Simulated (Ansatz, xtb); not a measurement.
Relative energy of two structures of ClH3NOSi

Structure I: `[NH][Si@H](O)Cl`, a doublet. Structure II: a doublet given by its coordinates. Both are isolated molecules in the gas phase, relaxed with B3LYP/6-31G*; the shapes shown needn't be the lowest conformers.

I (Å):

| atom | x (Å) | y (Å) | z (Å) |
| --- | --- | --- | --- |
| Cl | -0.9844 | 0.2551 | -1.7944 |
| N | 0.8619 | 0.8605 | 0.5172 |
| O | 0.2058 | -1.8129 | 0.1928 |
| Si | -0.4047 | -0.2878 | 0.1315 |
| H | 1.0955 | -1.9364 | -0.1710 |
| H | -1.6079 | -0.2998 | 0.9855 |
| H | 0.5377 | 1.7895 | 0.8109 |

II (Å):

| atom | x (Å) | y (Å) | z (Å) |
| --- | --- | --- | --- |
| Cl | -2.2736 | 1.3764 | 3.5534 |
| N | -2.9246 | 0.1391 | 0.8863 |
| O | -0.1956 | -0.1850 | 1.6143 |
| Si | -1.5497 | -0.2563 | 2.3659 |
| H | -3.8982 | 0.0387 | 1.1798 |
| H | -2.7442 | -0.4825 | 0.0956 |
| H | -2.7850 | 1.1018 | 0.5689 |

Close contacts (Å): Cl1–Si4 2.14, N2–Si4 2.06, O3–Si4 1.55, N2–H5 1.02, N2–H6 1.02, N2–H7 1.02.

Energies in hartree; the thermal terms are from B3LYP/6-31G* harmonic frequencies (ideal gas, rigid rotor, one conformer each, 600 K, 1 atm) and include the zero-point energy:

|  | I | II |
| --- | --- | --- |
| E, CCSD(T)/def2-SVP | −879.821913 | −879.815652 |
| E, MP2/def2-SVP | −879.768619 | −879.769322 |
| E, MP2/def2-TZVPP | −880.380044 | −880.380486 |
| zero-point energy | 0.037339 | 0.043974 |
| H(600 K) − E | 0.056413 | 0.062262 |
| G(600 K) − E | −0.034617 | −0.029589 |

Q: Correct the CCSD(T) difference for the basis set by the MP2 change, then work out ΔE, ΔE₀, ΔH and ΔG for I → II in kcal/mol (1 Eh = 627.51 kcal/mol) and the equilibrium ratio [II]/[I].

A: 1. Differences II − I: CCSD(T) +0.006261, MP2 in the small set −0.000703, MP2 in the large set −0.000442 Eh.
2. ΔE = +0.006261 + (−0.000442 − (−0.000703)) = +0.006522 Eh = +4.09 kcal/mol.
3. ΔE₀ = ΔE + ΔZPE = +0.006522 + (+0.006635) Eh = +8.26 kcal/mol.
4. ΔH = ΔE + (+0.005849) Eh = +7.76 kcal/mol.
5. ΔG = ΔE + (+0.005028) Eh = +7.25 kcal/mol, so ΔS = (ΔH − ΔG)/T = +3.6 J/(mol K).
6. kT = 1.9001 mEh, so K = [II]/[I] = exp(−ΔG/kT) = exp(−6.08) ≈ 0.0023.

Structure I is favoured at this temperature. An error of 1 kcal/mol in ΔG would change K by a factor of 2.3. MP2/def2-SVP found them nearly level. GFN2-xTB, B3LYP/6-31G* gave ΔE the other sign. Mirror images and further conformers aren't counted.

Other levels gave ΔE = −1.2 (GFN2-xTB); +31.1 (HF/STO-3G, GFN2-xTB geometries); +0.5 (r2SCAN-D4/def2-SVP, GFN2-xTB geometries); −1.1 (B3LYP/6-31G*); +24.4 (HF/def2-SVP); −0.4 (MP2/def2-SVP); +3.9 (CCSD(T)/def2-SVP) kcal/mol. Open shells are spin-unrestricted. The correlated steps freeze 12 core orbitals. Programs: Ansatz 0.2.0, xtb 6.7.1.
